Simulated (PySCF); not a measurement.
## Property card for `c1ccn(B2OCCO2)c1`

Species: C6H8BNO2.
Numbering: `[cH:1]1[cH:2][cH:3][n:4]([B:5]2[O:6][CH2:7][CH2:8][O:9]2)[cH:10]1` (hydrogens: H11 on C1; H12 on C2; H13 on C3; H14, H15 on C7; H16, H17 on C8; H18 on C10)

Structural features include: pyrrole-type ring nitrogen and three-coordinate boron.

**PBE0-D3(BJ)/def2-SVP geometry optimisation, gas phase (PySCF)**

```
Rotational constants A, B, C : 4.196, 0.845, 0.710 GHz
```

**CAM-B3LYP/def2-SVPD ground state, ΔSCF and vertical TDDFT (core frozen in the response) (PySCF)**

```
Dipole moment                                                     : 3.21 D
HOMO energy                                                       : -7.42 eV
LUMO energy                                                       : 0.79 eV
HOMO–LUMO gap                                                     : 8.21 eV
Lowest singlet excitation                                         : 5.83 eV (213 nm, f = 0.079)
Strongest line among the 10 lowest singlet transitions            : S3 at 6.41 eV (194 nm, f = 0.162)
Lowest triplet excitation (Tamm–Dancoff)                          : 3.89 eV
Static isotropic polarisability                                   : 92.5 au
Vertical ionisation energy                                        : 8.15 eV
Electronic spatial extent ⟨r²⟩ about the centre of nuclear charge : 1569 bohr²
```

From CAM-B3LYP/pcSseg-1 ground state and GIAO shieldings, non-relativistic (PySCF):

```
13C chemical shifts (computed TMS as zero) by class         : 130.9 (C3/C10), 121.1 (C1/C2), 68.8 (C7/C8) ppm
1H chemical shifts (computed TMS as zero) by class          : 7.06 (H13/H18), 6.39 (H11/H12), 4.34 (H14/H15/H16/H17) ppm
Isotropic shieldings of nuclei other than C and H, by class : 74 (B5), 78 (N4), 240 (O6/O9) ppm
```

Monoisotopic mass (most abundant isotopes): 137.0648 u.

No computed singlet falls in the visible range (750 to 380 nm, 1.65 to 3.26 eV); S1 lies 2.57 eV above its blue end. The polarisability is 13.71 Å³ as a volume (1 au = 0.148185 Å³), or 1.29 au for each of the 72 electrons. The rotational constants make it an asymmetric top with κ = (2B − A − C)/(A − C) = -0.92, nearer the prolate limit (−1). The principal polarisabilities are 62.8, 91.3 and 123.5 au; their mean is the isotropic value. The 10 singlets span 5.83 to 7.58 eV, and their oscillator strengths add up to 0.34. The ΔSCF ionisation energy exceeds −ε(HOMO) by 0.73 eV with CAM-B3LYP. The dipole equals about 10.7 × 10⁻³⁰ C·m (1 D = 3.33564 × 10⁻³⁰ C·m). The vertical singlet–triplet gap S1 − T1 is 1.94 eV (TDDFT singlet less Tamm–Dancoff triplet; S1: HOMO→LUMO+1, weight 0.97; T1: HOMO→LUMO+1, weight 0.90).

Conformer computed: `[cH:1]1[cH:2][cH:3][n:4]([B:5]2[O:6][CH2:7][CH2:8][O:9]2)[cH:10]1`: C3–N4–B5–O6 0°.

One conformer stands for the species.
